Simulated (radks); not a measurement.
Values are calculated unless marked as measured or tabulated.
Question: The tungsten ion W35+, 39 electrons, occupied as [Ar] 3d10 4s1 4p6 4d3 4f1 (not the ground configuration). Code: a radial shooting solver on a logarithmic mesh with Libxc functionals. Model: Dirac Kohn-Sham, exchange-only LDA, spin-unpolarised, spherical densities, point nucleus; open shells are shared between the two j in proportion to 2j + 1.

Spin-orbit splittings of the eigenvalues, e(l+1/2) - e(l-1/2), with zeta = 2 splitting/(2l+1) and mean radii in bohr:

| shell | occ. | splitting (eV) | zeta (eV) | <r> j=l-1/2 | <r> j=l+1/2 |
|---|---|---|---|---|---|
| 2p | 6 | 1352 | 901.5 | 0.06365 | 0.07159 |
| 3p | 6 | 298.7 | 199.1 | 0.1888 | 0.2030 |
| 3d | 10 | 65.41 | 26.16 | 0.1772 | 0.1815 |
| 4p | 6 | 90.32 | 60.21 | 0.4077 | 0.4297 |
| 4d | 3 | 19.21 | 7.684 | 0.4202 | 0.4265 |
| 4f | 1 | 5.202 | 1.486 | 0.3971 | 0.3997 |
| 5p | 0 | 37.65 | 25.10 | 0.7213 | 0.7504 |
| 5d | 0 | 8.218 | 3.287 | 0.7585 | 0.7664 |
| 5f | 0 | ? | ? | 0.7597 | 0.7627 |

Estimate the 5f splitting.

Answer: 2.375 eV (zeta = 0.6784 eV).
